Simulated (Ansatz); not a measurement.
Mulliken charges of `[CH]=C[SiH](Cl)Cl` radical from r2SCAN/def2-TZVPP in Ansatz (PBE0-D4/def2-TZVP geometry).

| atom | x (Å) | y (Å) | z (Å) | charge (e) |
| --- | --- | --- | --- | --- |
| C1 | -0.467 | 1.550 | 0.659 | -0.147 |
| C2 | -0.194 | 0.279 | 0.738 | -0.190 |
| Si3 | 0.302 | -0.636 | -0.791 | 0.654 |
| Cl4 | -1.013 | -2.167 | -1.131 | -0.237 |
| Cl5 | 2.164 | -1.444 | -0.535 | -0.237 |
| H6 | -0.773 | 2.376 | 1.286 | 0.135 |
| H7 | -0.250 | -0.262 | 1.689 | 0.086 |
| H8 | 0.322 | 0.246 | -1.971 | -0.065 |

Q: By hand: the dipole of these point charges (1 e Å = 4.8032 D).

A: Σ q r = (-0.117, 0.441, 0.087) e Å, of length 0.464 e Å = 2.23 D.

Q: How does the dipole of the full density compare? (Estimate.)

A: Ansatz gave: (-0.122, 0.322, 0.258) e Å, 2.07 D; the point charges give 1.08 times that, at 27° from its direction.

Point charges leave out the atoms' own dipoles, such as those of lone pairs, and Mulliken's split depends on the basis, so the two needn't agree.
